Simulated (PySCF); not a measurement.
Ga(Br)2(OH) (Br2GaHO), SMILES [OH][Ga]([Br])[Br].

The structure is a stationary point at PBE0-D3(BJ)/def2-SVP. The structure was generated by enumeration; whether it is a known compound was not checked. One conformer was computed; it need not be the lowest.

Two levels are set side by side: TDA-PBE/def2-SVPD (PySCF) and TDA-ωB97X/def2-SVPD (PySCF). Vertical, same geometry. The lowest singlet is HOMO→LUMO 99 % with PBE and HOMO→LUMO 90 % with the other functional; states are paired by order. Differences are taken from unrounded values.

| quantity | TDA-ωB97X | TDA-PBE | TDA-PBE minus TDA-ωB97X |
|---|---|---|---|
| lowest singlet excitation (eV) | 6.03 | 4.80 | -1.23 |
| lowest triplet excitation (TDA) (eV) | 5.57 | 4.47 | -1.10 |
| first bright state (f over 0.05) (eV) | 7.33 | 6.58 | -0.74 |
| its oscillator strength | 0.08 | 0.14 | 0.06 |

Functionals without exact exchange tend to place singlet excitations lower, as here. Differences between two approximate levels are no errors against the true value.

Rough cost on one machine, each run with all the roots and properties that it gave: TDA-ωB97X against TDA-PBE about 5 times.
